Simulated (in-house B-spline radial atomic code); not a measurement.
Settings and results of a run for P⁸⁺. Computed with an all-electron radial atomic-structure program (B-spline basis): non-relativistic B97-1, spin-polarised, spherical fractional occupations, point nucleus.

Command:
```bash
python run_scf.py task.json out
```
Settings:
```
Z                15
configuration    [He] 2s2 2p3
hamiltonian      nr
method           b97_1
spin_polarised   True
```

Output (hartree, bohr):
```
 radial grid: 38 intervals, B-splines of order 8, outer radius 4.5977 bohr

 iter        energy (Eh)    residual
    1        -302.197520    6.74e-01
    2        -305.516242    1.30e-01
    3        -305.571772    5.79e-02
    4        -305.582256    2.59e-02
    5        -305.584612    2.68e-03
    6        -305.584659    7.67e-05
    7        -305.584659    7.75e-07
    8        -305.584659    8.10e-09

 total energy                      -305.58466
 kinetic                             305.3518
 electron-nucleus                   -665.7700
 Hartree                              71.9563
 exact exchange                       -3.5559
 exchange-correlation                -13.5669

 orbital      occ     eigenvalue          <r>       <r^2>       <1/r>       r_max
 1s up      1.000       -86.9436     0.103804   0.0144801     14.5763     0.06803
 1s down    1.000       -86.6685     0.103389   0.0143492     14.6177     0.06793
 2s up      1.000       -14.5342     0.474363     0.26453     3.10134      0.3984
 2s down    1.000       -13.8934     0.483391    0.275005     3.02556      0.4029
 2p up      3.000       -12.9887      0.42253    0.217982     3.02126      0.3269
```

Run time, properties included: 0.07 s on 1 thread of Intel(R) Xeon(R) Platinum 8488C, on a shared host.
